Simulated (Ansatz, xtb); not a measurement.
# Relative energy of two isomers of C5H5FN2

We compare I, `C=Cc1cnc(F)[nH]1`, a singlet, with II, `C=Cc1nc(F)c[nH]1`, a singlet. Both are isolated molecules in the gas phase, relaxed with r2SCAN-D4/def2-SVP, each in the lowest conformer that the search found.

I (Å):

```yaml
atoms:
  - { symbol: C, position_ang: [-1.8407, -1.4552, -0.8850] }
  - { symbol: C, position_ang: [-1.0705, -1.1939, 0.1889] }
  - { symbol: C, position_ang: [-0.2494, -0.0306, 0.4078] }
  - { symbol: C, position_ang: [0.5701, 0.3206, 1.4723] }
  - { symbol: C, position_ang: [0.7359, 1.9093, 0.1020] }
  - { symbol: F, position_ang: [1.0489, 3.0272, -0.5192] }
  - { symbol: N, position_ang: [1.1774, 1.5355, 1.2638] }
  - { symbol: N, position_ang: [-0.1207, 1.0358, -0.4818] }
  - { symbol: H, position_ang: [-2.4257, -2.3754, -0.9470] }
  - { symbol: H, position_ang: [-1.9172, -0.7694, -1.7358] }
  - { symbol: H, position_ang: [-1.0353, -1.9192, 1.0099] }
  - { symbol: H, position_ang: [0.7456, -0.2558, 2.3810] }
  - { symbol: H, position_ang: [-0.5719, 1.1443, -1.3828] }
```

II (Å):

```yaml
atoms:
  - { symbol: C, position_ang: [-2.2205, 0.0074, -0.6410] }
  - { symbol: C, position_ang: [-1.1917, 0.8678, -0.7283] }
  - { symbol: C, position_ang: [-0.4046, 1.3011, 0.4079] }
  - { symbol: C, position_ang: [0.3898, 1.5884, 2.3546] }
  - { symbol: C, position_ang: [1.1762, 2.3866, 1.5423] }
  - { symbol: F, position_ang: [0.5187, 1.4487, 3.6646] }
  - { symbol: N, position_ang: [-0.5625, 0.9331, 1.6787] }
  - { symbol: N, position_ang: [0.6397, 2.1808, 0.2900] }
  - { symbol: H, position_ang: [-2.7852, -0.2903, -1.5273] }
  - { symbol: H, position_ang: [-2.5085, -0.4101, 0.3281] }
  - { symbol: H, position_ang: [-0.9030, 1.2864, -1.7005] }
  - { symbol: H, position_ang: [2.0196, 3.0420, 1.7398] }
  - { symbol: H, position_ang: [0.9632, 2.6080, -0.5710] }
```

Q: Estimate which is lower in electronic energy at CCSD(T)/def2-SVP + ΔMP2/def2-TZVPP, and by roughly how much.

A: CCSD(T)/def2-SVP + ΔMP2/def2-TZVPP gives E(II) − E(I) = −0.002 eV, slightly favouring structure II, which is too small a margin to settle the true order.

How the difference moves with the method:

```
                             level            geometry  E(II) − E(I) (eV)  departure from the last row (eV)  job, with rough time for the two
                          GFN2-xTB            GFN2-xTB              +0.056                            +0.058              optimisation, 0.14 s
                         HF/STO-3G            GFN2-xTB              +0.032                            +0.034              single point, 0.52 s
      r2SCAN-D4/def2-SVP//GFN2-xTB            GFN2-xTB              −0.008                            −0.007               single point, 7.8 s
                r2SCAN-D4/def2-SVP  r2SCAN-D4/def2-SVP              −0.004                            −0.002                optimisation, 44 s
                       HF/def2-SVP  r2SCAN-D4/def2-SVP              +0.063                            +0.065           part of the CCSD(T) run
                      MP2/def2-SVP  r2SCAN-D4/def2-SVP              +0.007                            +0.009           part of the CCSD(T) run
                  CCSD(T)/def2-SVP  r2SCAN-D4/def2-SVP              +0.012                            +0.013                      single point
CCSD(T)/def2-SVP + ΔMP2/def2-TZVPP  r2SCAN-D4/def2-SVP              −0.002                                               single point, 2.5 min
```

As drawn, both hold the same kinds of bond in the same numbers.

The largest departure from CCSD(T)/def2-SVP + ΔMP2/def2-TZVPP is that of HF/def2-SVP, 0.065 eV. The last row adds to CCSD(T) the change of the MP2 difference between the two basis sets, here −0.013 eV.

With thermal terms from frequencies at re-optimised GFN2-xTB minima (ideal gas, soft modes damped towards free rotors, one conformer each, 298.15 K, 1 atm): on the last row, ΔE + ΔZPE = −0.007, ΔH = −0.007, ΔG = −0.005 eV.

The correlated steps freeze 8 core orbitals. Codes used: Ansatz 0.2.0, xtb 6.7.1; the last row on 2 threads of Arm Neoverse V2 on a shared host.
